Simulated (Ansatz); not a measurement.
Consider the redistribution: `Cl[SiH2][GeH3]` + `C[SiH](Cl)[SiH2]O` → `C[SiH2][GeH3]` + `O[SiH2][SiH](Cl)Cl`.

Calculated with Ansatz (gas phase, PBE0-D4/def2-TZVP geometries, no zero-point term in ΔE). CCSD(T)/CBS adds triple-zeta CCSD(T) − MP2 to the extrapolated MP2 energy (def2 sets, frozen cores). Functionals use def2-TZVPP. For Ge outer-core shells are correlated without core-valence functions, which leaves a few kJ/mol of doubt a bond. Scalar relativity is left out up to krypton. Each species was taken in one conformer, which may not be the lowest.

`Cl[SiH2][GeH3]`:

Cartesian coordinates in Å:
```
Cl 2.555 -0.533 0.278
Si 0.932 0.423 -0.562
Ge -1.054 -0.347 0.494
H 1.118 1.883 -0.373
H 0.929 0.119 -2.015
H -1.201 -1.862 0.293
H -2.278 0.359 -0.115
H -1.000 -0.042 1.998
```

`C[SiH](Cl)[SiH2]O`:

Z-matrix (Å, degrees):
```
C
Si 1 1.863
H 1 1.094 2 109.8
H 1 1.092 2 110.7 3 119.8
H 1 1.092 2 110.8 3 -119.6
Cl 2 2.087 1 108.3 3 -177.8
Si 2 2.348 1 114.8 3 68.3
H 2 1.487 1 110.5 3 -61.6
O 7 1.652 2 108.1 1 74.3
H 7 1.491 2 109.2 1 -163.5
H 7 1.485 2 112.6 1 -42.8
H 9 0.960 7 115.8 2 44.3
```

`C[SiH2][GeH3]`:

Z-matrix (Å, degrees):
```
C
Si 1 1.875
H 1 1.092 2 110.8
H 1 1.092 2 110.6 3 120.0
H 1 1.092 2 110.8 3 -120.0
Ge 2 2.380 1 111.3 3 59.9
H 2 1.490 1 110.3 3 -179.4
H 2 1.490 1 110.3 3 -60.7
H 6 1.540 2 110.8 1 -59.8
H 6 1.540 2 110.8 1 59.6
H 6 1.539 2 111.6 1 179.9
```

`O[SiH2][SiH](Cl)Cl`:

Cartesian coordinates in Å:
```
O 1.157 -0.022 -1.740
Si 0.917 0.574 -0.223
Si -0.820 -0.604 0.825
Cl -1.472 0.424 2.478
Cl -2.345 -0.715 -0.562
H 0.392 -0.080 -2.315
H 2.197 0.407 0.505
H 0.518 2.009 -0.225
H -0.543 -1.993 1.257
```

| level | ΔE (kJ/mol) |
| --- | --- |
| ωB97M-V | 0.4 |
| PBE | -1.2 |
| CCSD/def2-TZVPP | 0.6 |
| HF/def2-QZVPP | 2.8 |

Q: What does CCSD(T)/CBS give? (Best estimate.)

A: Computed: +0.3 kJ/mol. The listed levels differ from it by 0.1, -1.5, 0.3, 2.5 kJ/mol.

Largest T1 diagnostic among the species: 0.011.
